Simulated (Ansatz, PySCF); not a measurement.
Caution, from a PySCF single point (B3LYP-D3(BJ)/def2-TZVPD) at this geometry: the highest occupied level lies above zero, so the state may not be bound. This singlet lies 0.70 eV below the relaxed triplet at the level B3LYP-D3(BJ)/def2-TZVPD (PySCF).

A geometry relaxed with B3LYP-D3(BJ)/def2-TZVPD (Ansatz, a program for electronic structure), charge -1, multiplicity 1:

```xyz
7

H      2.7339    -0.1271     0.3221
H     -1.3203    -0.8352    -1.0014
H     -2.0355    -0.1570     0.5511
Al     1.7017     0.1078    -1.0014
H      0.0587     0.9186     1.0795
C     -1.1632    -0.2373    -0.1024
C      0.0246     0.3303     0.1525
```

### Question
Write the SMILES of this molecule.

### Answer
`C=[CH][AlH-]`
